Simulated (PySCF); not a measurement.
F4MoO, singlet, geometry from GFN2-xTB (such geometries of metal compounds can be far from the true shape) (all electrons, no relativity); PBE0/3-21G (PySCF).

The PySCF input:
```python
from pyscf import gto, scf, dft

mol = gto.M(
    atom='''
Mo    0.061471   -0.033879    0.057937
O     1.149848   -0.633722    1.083749
F    -1.126094    0.620631   -1.061361
F     0.003149    1.590718    0.785069
F     1.037051   -0.287497   -1.410177
F    -1.223057   -1.202442    0.452762
''',
    basis='3-21g',
    charge=0,
    spin=0,
    verbose=5,
)

mf = dft.RKS(mol)
mf.xc = 'pbe0'
mf.kernel()
```

What the program printed (banner, timings and long lists left out):

```
PySCF version 2.14.0

[INPUT] verbose = 5
[INPUT] max_memory = 4000
[INPUT] num. atoms = 6
[INPUT] num. electrons = 86
[INPUT] charge = 0
[INPUT] spin (= nelec alpha-beta = 2S) = 0
[INPUT] symmetry False subgroup None
[INPUT] Mole.unit = angstrom
[INPUT] Symbol           X                Y                Z      unit          X                Y                Z       unit  Magmom
[...]
[INPUT] ---------------- BASIS SET ----------------
[INPUT] l, kappa, [nprim/nctr], expnt,             c_1 c_2 ...
[INPUT] F
[...]
                                62.2446           0.349308
                                13.434            0.709632
[...]
                                2.08617           1.22314
[...]
                                2.08617           0.852321
[...]
[INPUT] Mo
[...]
                                1346.764          0.369454
                                295.6352          0.688434
[...]
                                86.59356          0.086011
                                27.63904          0.967433
[...]
                                19.49171          1.284185
                                4.27818           1.010866
[...]
                                1.435305          0.437079
                                0.543782          0.814846
[...]
                                0.073258          1.108413
[...]
                                86.59356          0.600769
                                27.63904          0.410386
[...]
                                19.49171          1.030346
                                4.27818           0.728348
[...]
                                1.435305          0.479147
                                0.543782          0.586487
[...]
                                0.073258          1.000313
[...]
                                17.37358          0.498532
                                5.230784          0.578178
[...]
                                0.754653          0.781034
[...]
[INPUT] O
[...]
                                48.4308           0.3515
                                10.4206           0.707658
[...]
                                1.5762            1.22156
[...]
                                1.5762            0.853955
[...]
nuclear repulsion = 713.85060658084
number of shells = 39
number of NR pGTOs = 156
number of NR cGTOs = 81
basis = 3-21g
ecp = {}

******** <class 'pyscf.dft.rks.RKS'> ********
method = RKS
initial guess = minao
damping factor = 0
level_shift factor = 0
DIIS = <class 'pyscf.scf.diis.CDIIS'>
diis_start_cycle = 1
diis_space = 8
diis_damp = 0
SCF conv_tol = 1e-09
SCF conv_tol_grad = None
SCF max_cycles = 50
direct_scf = True
direct_scf_tol = 1e-13
XC library pyscf.dft.libxc version 7.1.2
    S. Lehtola, C. Steigemann, M. J. T. Oliveira, and M. A. L. Marques,  SoftwareX 7, 1–5 (2018)
XC functionals = pbe0
    C. Adamo and V. Barone,  J. Chem. Phys. 110, 6158 (1999)
    M. Ernzerhof and G. E. Scuseria,  J. Chem. Phys. 110, 5029 (1999)
radial grids:
    Treutler-Ahlrichs [JCP 102, 346 (1995); DOI:10.1063/1.469408] (M4) radial grids

becke partition: Becke, JCP 88, 2547 (1988); DOI:10.1063/1.454033
pruning grids: <function nwchem_prune>
grids dens level: 3
symmetrized grids: False
atomic radii adjust function: <function treutler_atomic_radii_adjust>
small_rho_cutoff = 0
Set gradient conv threshold to 3.16228e-05
Initial guess from minao.
atom Mo rad-grids = 95, ang-grids = [ 50  50  50  50  50  50  50  50  50  50  50  50  50  50  50  50  50  50
  50  50  50  50  50  50  50  50  50  50  50  86  86  86  86  86  86  86
  86  86  86  86  86  86  86  86 350 350 350 350 350 350 350 350 350 350
 350 434 434 434 434 434 434 434 434 434 434 434 434 434 434 434 434 434
 434 434 434 434 434 350 350 350 350 350 350 350 350 350 350 350 350 350
 350 350 350 350 350]
atom O rad-grids = 75, ang-grids = [ 50  50  50  50  50  50  50  50  50  50  50  50  50  50  50  50  50  50
  50  50  50  50  50  86  86  86  86  86  86  86  86  86 266 266 266 266
[...]
  3.63131876e-02  3.63137723e-02  4.57695582e-02  6.55703316e-02
  2.25747416e-01  2.25752498e-01  2.39366312e-01  2.50990435e-01
  8.07666645e-01  8.07670485e-01  8.24465907e-01  8.24466899e-01
  9.19947234e-01  1.50647473e+00  1.50647815e+00  1.53173160e+00
  1.76490468e+00  1.86840516e+00  1.89000997e+00  1.89001497e+00
  1.92454691e+00  1.92457095e+00  1.95039322e+00  1.98094907e+00
  1.98096147e+00  2.03158793e+00  2.03160087e+00  2.03223122e+00
  2.82677706e+00  3.31495035e+00  3.50054899e+00  3.50055993e+00
  3.85377635e+00]
nelec by numeric integration = 85.99998273600701
E1 = -7542.0403651873585  E2 = 2398.0385742397116  Ecoul = 2568.836831811374  Exc = -170.79825757166248
cycle= 13 E= -4430.15118436681  delta_E= -7.51e-09  |g|= 5.97e-05  |ddm|= 0.000173
[...]
  mo_energy =
[-7.08909515e+02 -9.97994510e+01 -9.15772555e+01 -9.15772554e+01
 -9.15758012e+01 -2.47127386e+01 -2.47127353e+01 -2.47123630e+01
 -2.46523517e+01 -1.92207177e+01 -1.76140133e+01 -1.43263828e+01
 -1.43263826e+01 -1.43226359e+01 -8.94826256e+00 -8.94826240e+00
 -8.94556275e+00 -8.94556239e+00 -8.94548079e+00 -2.66666377e+00
 -1.75273137e+00 -1.72482974e+00 -1.72482889e+00 -1.24761638e+00
 -1.22053593e+00 -1.22053190e+00 -1.20012401e+00 -1.00368246e+00
 -5.72650189e-01 -5.72646068e-01 -5.67651903e-01 -5.64793310e-01
 -5.64791803e-01 -4.86714257e-01 -4.70160533e-01 -4.69620491e-01
 -4.69615730e-01 -4.66482072e-01 -4.20317150e-01 -4.20309324e-01
 -4.16661081e-01 -4.16652898e-01 -3.74148279e-01 -1.37109653e-01
 -1.37108595e-01 -1.08765452e-01 -1.08764991e-01 -5.43777373e-03
  3.63136242e-02  3.63142105e-02  4.57699280e-02  6.55732480e-02
  2.25749053e-01  2.25754024e-01  2.39367935e-01  2.50992855e-01
  8.07669761e-01  8.07673514e-01  8.24469288e-01  8.24470271e-01
  9.19950013e-01  1.50647340e+00  1.50647677e+00  1.53173035e+00
  1.76490975e+00  1.86841114e+00  1.89001532e+00  1.89002034e+00
  1.92455235e+00  1.92457473e+00  1.95039809e+00  1.98095487e+00
  1.98096729e+00  2.03159379e+00  2.03160641e+00  2.03223730e+00
  2.82677616e+00  3.31495576e+00  3.50055328e+00  3.50056574e+00
  3.85378324e+00]
nelec by numeric integration = 85.99998273627254
E1 = -7542.039798698215  E2 = 2398.0380077499153  Ecoul = 2568.836233685958  Exc = -170.79822593604268
cycle= 14 E= -4430.15118436746  delta_E= -6.53e-10  |g|= 2.28e-05  |ddm|= 4.76e-05
[...]
  mo_energy =
[-7.08909525e+02 -9.97994612e+01 -9.15772658e+01 -9.15772657e+01
 -9.15758114e+01 -2.47127450e+01 -2.47127389e+01 -2.47123680e+01
 -2.46523617e+01 -1.92207057e+01 -1.76140225e+01 -1.43263920e+01
 -1.43263919e+01 -1.43226449e+01 -8.94827190e+00 -8.94827174e+00
 -8.94557202e+00 -8.94557159e+00 -8.94548999e+00 -2.66667036e+00
 -1.75273654e+00 -1.72483552e+00 -1.72483531e+00 -1.24761915e+00
 -1.22053763e+00 -1.22053606e+00 -1.20012924e+00 -1.00367852e+00
 -5.72651347e-01 -5.72649383e-01 -5.67653951e-01 -5.64796108e-01
 -5.64795157e-01 -4.86716954e-01 -4.70162590e-01 -4.69623198e-01
 -4.69618185e-01 -4.66484543e-01 -4.20315064e-01 -4.20310330e-01
 -4.16664292e-01 -4.16656183e-01 -3.74147632e-01 -1.37112861e-01
 -1.37112049e-01 -1.08769150e-01 -1.08767996e-01 -5.43860501e-03
  3.63132691e-02  3.63140974e-02  4.57697616e-02  6.55709687e-02
  2.25747775e-01  2.25752903e-01  2.39367162e-01  2.50991054e-01
  8.07666902e-01  8.07670632e-01  8.24466099e-01  8.24467043e-01
  9.19947706e-01  1.50647872e+00  1.50648195e+00  1.53173521e+00
  1.76490727e+00  1.86840743e+00  1.89001117e+00  1.89001880e+00
  1.92455191e+00  1.92457081e+00  1.95039582e+00  1.98095126e+00
  1.98096365e+00  2.03159059e+00  2.03160247e+00  2.03223342e+00
  2.82678084e+00  3.31495287e+00  3.50054873e+00  3.50056528e+00
  3.85377828e+00]
nelec by numeric integration = 85.99998273591152
E1 = -7542.040715156979  E2 = 2398.038924209807  Ecoul = 2568.837161358884  Exc = -170.79823714907653
Extra cycle  E= -4430.15118436633  delta_E= 1.13e-09  |g|= 7.83e-05  |ddm|= 6.15e-05
converged SCF energy = -4430.15118436633
```
